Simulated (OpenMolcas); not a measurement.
## An input for GeSiH5Cl (SMILES [SiH3][GeH2][Cl])

GeSiH5Cl has 8 atoms, charge 0, and is taken as a singlet. As SMILES, `[SiH3][GeH2][Cl]`. The coordinates come from a PBE0-D4/def2-TZVP relaxation.

```xyz
8

Si   -0.8636    0.8273   -0.3025
Ge    0.7383   -0.8820    0.1184
Cl    1.9631   -0.1837    1.7662
H    -1.7449    0.4162   -1.4273
H    -0.1498    2.0787   -0.6589
H    -1.6785    1.0356    0.9202
H     1.7031   -1.1352   -1.0512
H     0.1246   -2.2139    0.5792
```

Settings wanted:

```json
{
  "method": "DFT",
  "reference": "RKS",
  "relativity": "none",
  "basis set": "def2-SVP",
  "task": "gradient",
  "functional": "BLYP",
  "dispersion": "none",
  "nucleus": "point",
  "integration grid": "UltraFine",
  "SCF convergence threshold": "1e-10"
}
```

Question: Give an OpenMolcas 26.06 job that does this.

Answer: This one ran through:

test.inp:
```
&GATEWAY
BasLib=$CurrDir
Coord
8
angstrom
Si      -0.863600       0.827300      -0.302500
Ge       0.738300      -0.882000       0.118400
Cl       1.963100      -0.183700       1.766200
H       -1.744900       0.416200      -1.427300
H       -0.149800       2.078700      -0.658900
H       -1.678500       1.035600       0.920200
H        1.703100      -1.135200      -1.051200
H        0.124600      -2.213900       0.579200
Basis=def2-SVP
Group=NoSym
&SEWARD
GridInput
Grid=UltraFine
End of Grid
&SCF
KSDFT=BLYP
Thresholds=1e-10 1e-07 1e-07 1e-05
PrOrbitals=1 1
&ALASKA
```

```bash
$ export MOLCAS_MEM=1860
$ pymolcas test.inp > test.log
```

(Basis files named in the input come from the Basis Set Exchange and aren't shown.)

Calculated total energy: -2829.25960 Eh, largest force 0.785 eV/Å.
